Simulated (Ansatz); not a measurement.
Relaxation of FGaH4O (7 atoms, charge 0, multiplicity 1), to a largest force component of 0.03 eV/Å in at most 50 steps.

These are results of RKS PBE0-D4/def2-SVP in Ansatz 0.2.0, not measurements.

```xyz
7
Properties=species:S:1:pos:R:3
Ga 0.046 0.390 -0.522
O -0.026 -0.014 2.423
H -0.938 -0.116 2.718
H 1.472 -0.116 -0.891
H -1.382 -0.125 -0.882
F 0.023 1.906 0.327
H 0.045 0.947 2.216
```

Task: Where does it end, and by what steps?

Result: The forces met the threshold. After 7 steps the energy has fallen by 0.498 eV; O2 moved furthest, 0.47 Å. Joined: Ga1–O2 (2.97 → 2.14 Å).

```json
{"step": "0", "energy less start (eV)": "0.0000", "largest force component (eV/Å)": "1.075", "accepted": "yes"}
{"step": "1", "energy less start (eV)": "-0.1625", "largest force component (eV/Å)": "0.978", "accepted": "yes"}
{"step": "2", "energy less start (eV)": "-0.3670", "largest force component (eV/Å)": "1.151", "accepted": "yes"}
{"step": "3", "energy less start (eV)": "-0.4618", "largest force component (eV/Å)": "1.027", "accepted": "yes"}
{"step": "4", "energy less start (eV)": "-0.4906", "largest force component (eV/Å)": "0.336", "accepted": "yes"}
{"step": "5", "energy less start (eV)": "-0.4970", "largest force component (eV/Å)": "0.038", "accepted": "yes"}
{"step": "6", "energy less start (eV)": "-0.4976", "largest force component (eV/Å)": "0.034", "accepted": "yes"}
{"step": "7", "energy less start (eV)": "-0.4978", "largest force component (eV/Å)": "0.023", "accepted": "yes"}
```

```xyz
7
Properties=species:S:1:pos:R:3
Ga 0.021 0.329 -0.162
O 0.000 0.046 1.956
H -0.852 -0.236 2.313
H 1.419 -0.188 -0.622
H -1.421 -0.142 -0.557
F 0.052 2.044 0.412
H 0.021 1.021 2.049
```

Whether the end is a true minimum wasn't checked by a vibrational analysis.

The run took 44 s on 1 thread of Arm Neoverse N1, on a shared host, peak memory 0.16 GiB.
